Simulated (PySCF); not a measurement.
## Bond length, frequency and bond energy of GeBi by level of theory

State: ²Π (doublet), unpaired electrons π ↑. Set-up: Ge def2-SVP, Bi def2-SVP with ECP60; scalar-relativistic core potentials (PySCF 2.14). De refers to Ge + Bi in their high-spin ground configurations, without counterpoise correction. The functionals are run spin-unrestricted. A positive dipole means Ge(−)Bi(+). Levels whose curve was spin-contaminated or gave no clean fit are not listed.

| Level | Re (Å) | ωe (cm⁻¹) | De (eV) | μ (D) | CPU s a point (SCF and correlation, without the integrals) |
| --- | --- | --- | --- | --- | --- |
| PBE | 2.559 | 241 | 2.76 | 0.26 | 1.2 |
| BLYP | 2.587 | 231 | 2.81 | 0.13 | 0.87 |
| r²SCAN | 2.535 | 243 | 2.35 | 0.32 | 1.7 |
| TPSSh | 2.532 | 251 | 2.51 | 0.30 | 1.9 |
| r²SCANh | 2.528 | 238 | 2.24 | 0.27 | 1.9 |
| PBE0 | 2.522 | 253 | 2.35 | 0.19 | 2.2 |

Question: What does a quarter of exact exchange do here, going from PBE to PBE0?

Answer: PBE0 less PBE: -3.7 pm in Re, +5.0 % in ωe, -0.41 eV in De. Exact exchange removes part of the self-interaction that spreads semilocal densities, and in most molecules shortens and stiffens the bond and lowers De; so it does here.

Question: What does the step from GGA to meta-GGA do here, going from PBE to r²SCAN?

Answer: r²SCAN less PBE: -2.4 pm in Re, +0.8 % in ωe, -0.41 eV in De. 

These are scalar-relativistic numbers at best; spin–orbit coupling would shift them, the dissociation energy most. The state was picked by a PBE0 search and need not be the measured ground state.

The whole job (state search and all levels along the bond) took about 4.1 min on 1 thread of Oxide Virtual Turin-like (shared host), peak memory 0.74 GiB.
